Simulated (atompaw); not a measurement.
PBE PAW (atompaw) dataset for Cr (Z = 24), scalar-relativistic all-electron reference.

```
Element                 : Cr (Z = 24)
Generator               : atompaw 4.2.0.5
Type                    : PAW
Functional              : PBE
Relativity              : scalar-relativistic
Frozen core             : [Ar]
Valence charge          : 6
Reference configuration : 3d4 4s2 4p0
Partial waves           : 4s (bound): rc 3.00 bohr; 4s channel at 0.4 Ry: rc 3.00 bohr; 4p (bound, empty): rc 3.00 bohr; 4p channel at 0.5 Ry: rc 3.00 bohr; 3d (bound): rc 2.15 bohr; 3d channel at 1.35 Ry: rc 2.15 bohr
Local potential         : troulliermartins scheme with l = 3 at -0.5 Ry, radius 2.40 bohr
Core correction         : smooth core density matched at 2.75 bohr
Augmentation charge     : besselshape compensation charge, radius 2.85 bohr; PAW radius 3.00 bohr; waves and projectors: custom rrkj vanderbiltortho
```

All-electron outer shells of the reference configuration (PBE, scalar-relativistic, ld1.x):

| shell | level (eV) | outermost node (bohr) | outermost maximum (bohr) |
| --- | --- | --- | --- |
| 3s | -77.96 | 0.36 | 0.78 |
| 3p | -49.27 | 0.33 | 0.80 |
| 3d | -5.99 | – | 0.82 |
| 4s | -4.91 | 1.11 | 2.64 |
| 4p | -1.41 | 1.23 | 3.52 |

Q: Does the generator finish with these settings?

A: Yes, a potential is produced.

Q: Estimate the cutoffs (Ry, on a coarse ladder) from which the occupation-weighted sum of valence levels, in a spherical-Bessel basis at the reference potential, stays within 10 and 1 mRy of its value at 400 Ry.

A: 21 Ry and 35 Ry.

Q: What does a ghost test show?

A: No extra level below or beside the all-electron valence levels (s, p, d, f tested).

Q: Is the overlap operator S = 1 + Σ q|β⟩⟨β| positive definite (Bessel basis up to 400 Ry)?

A: Yes: its lowest eigenvalue is 0.33 (s channel).

Q: Which valence shell sets the plane-wave cutoff?

A: 3d: its level needs 21 Ry to come within 1 mRy, against 6 Ry for 4s.
